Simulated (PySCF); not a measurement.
Cu₂ (SMILES [Cu][Cu]), singlet, geometry from GFN2-xTB (such geometries of metal compounds can be far from the true shape).

Here is a job for PySCF.
```python
from pyscf import gto, scf, dft
import numpy

mol = gto.M(
    atom='''
Cu   -0.00000000   -0.00000000   -1.11239335
Cu    0.00000000    0.00000000    1.11239335
''',
    basis='aug-cc-pvtz',
    verbose=4,
)
print('smallest overlap eigenvalue', numpy.linalg.eigvalsh(mol.intor('int1e_ovlp'))[0])

mf = dft.RKS(mol)
mf.xc = 'b3lyp'
mf = mf.density_fit(auxbasis='def2-universal-jkfit')
mf.kernel()
mf.analyze()
```

### Question
What does this run give for the total energy, HOMO energy, nuclear repulsion energy, HOMO-LUMO gap, number of basis functions, dipole moment?

### Answer

The total energy is -3281.2402 Eh and the HOMO energy is -5.78 eV. The nuclear repulsion energy is 200.0363 Eh. The HOMO-LUMO gap is 3.32 eV and the number of basis functions is 186. The dipole moment comes out as 0.00 D.
